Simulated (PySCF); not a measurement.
## Where the electron goes

Compound: C₇H₁₂.
Cartesian coordinates in Å at the GFN2-xTB level; atoms count from 1:
```
atom  x, y, z in Å
C1    -1.1446   -1.6024    0.4017
C2    -0.2707   -0.4672   -0.0754
C3     1.2048   -0.7878   -0.3768
C4     1.6457    0.3773    0.5269
C5     0.1773    0.7069    0.8290
C6    -0.4623    1.7026   -0.1480
C7    -0.8914    0.5404   -1.0610
H8    -1.3240   -2.3069   -0.4094
H9    -2.1038   -1.2256    0.7513
H10   -0.6645   -2.1334    1.2216
H11    1.4883   -0.6996   -1.4242
H12    1.5166   -1.7648   -0.0122
H13    2.1948    1.1723    0.0244
H14    2.2111    0.0612    1.4018
H15   -0.1041    0.7923    1.8758
H16   -1.2991    2.2532    0.2780
H17    0.2320    2.4127   -0.5943
H18   -0.4456    0.5400   -2.0540
H19   -1.9703    0.4380   -1.1626
```

Method used: TDDFT CAM-B3LYP/def2-SVPD, vertical, gas phase, core orbitals frozen in the response (PySCF 2.14.0, density-fitted response routines).

Frontier orbitals with the atoms that hold most of them (Löwdin shares over 4%, at most four atoms; ? is withheld):

```json
{"orbital": "HOMO-3", "ε (eV)": "-10.41", "atoms": "C6 18%, C4 18%, C3 15%, C7 14%"}
{"orbital": "HOMO-2", "ε (eV)": "-9.78", "atoms": "C2 14%, C5 14%, C1 11%, C7 8%"}
{"orbital": "HOMO-1", "ε (eV)": "-9.13", "atoms": "C2 17%, C7 13%, C3 13%, C5 13%"}
{"orbital": "HOMO", "ε (eV)": "?", "atoms": "?"}
{"orbital": "LUMO", "ε (eV)": "1.43", "atoms": "?"}
{"orbital": "LUMO+1", "ε (eV)": "1.85", "atoms": "C6 11%, C4 11%, H17 9%, H13 9%"}
{"orbital": "LUMO+2", "ε (eV)": "2.11", "atoms": "C4 10%, H16 10%, H14 10%, C6 10%"}
```

(1) Give the leading atoms of the LUMO.

(2) Which atoms hold the HOMO, and with what shares?

(3) What is the HOMO energy, and the HOMO–LUMO gap?

## Answers

(1) C1 (bonded to C and 3 H) 17%; C3 (bonded to 2 C and 2 H) 8%; C7 (bonded to 2 C and 2 H) 8%; H10 (bonded to C) 6%. By element: carbon 33% or more, hydrogen 6% or more.

(2) C5 (bonded to 3 C and H) 25%; C2 (bonded to 4 C) 22%; C3 (bonded to 2 C and 2 H) 7%; C7 (bonded to 2 C and 2 H) 7%.

(3) ε(HOMO) = -8.91 eV; the gap is 10.34 eV (0.3799 hartree).

Problem. How does S1 compare with the orbital gap of 10.34 eV?

Solution. S1 is at 7.53 eV (f = 0.025), 2.81 eV below the gap, made of HOMO→LUMO (92%). 

Problem. Give energy, strength and leading configuration of S1, S2, S3 and S4, and follow the Löwdin shares of the leading atoms from the occupied to the empty orbital.

Solution. 
- S1 (7.53 eV, f 0.025), HOMO→LUMO (92%): C5 25% → at most 7%, C2 22% → at most 7%, C1 at most 8% → 17%, C3 7% → 8%
- S2 (7.75 eV, f 0.0064), HOMO-1→LUMO (93%): C2 17% → at most 7%, C7 13% → 8%, C1 at most 13% → 17%, C3 13% → 8%
- S3 (7.90 eV, f 0.022), HOMO→LUMO+1 (87%): C5 25% → at most 9%, C2 22% → at most 9%, C6 at most 8% → 11%, C4 at most 8% → 11%
- S4 (8.12 eV, f 0.022), HOMO-1→LUMO+1 (86%): C2 17% → at most 9%, C7 13% → at most 9%, C6 at most 13% → 11%, C4 at most 13% → 11%

Hardware: one thread, Arm Neoverse V2, on a shared host. Cost: 51 s.
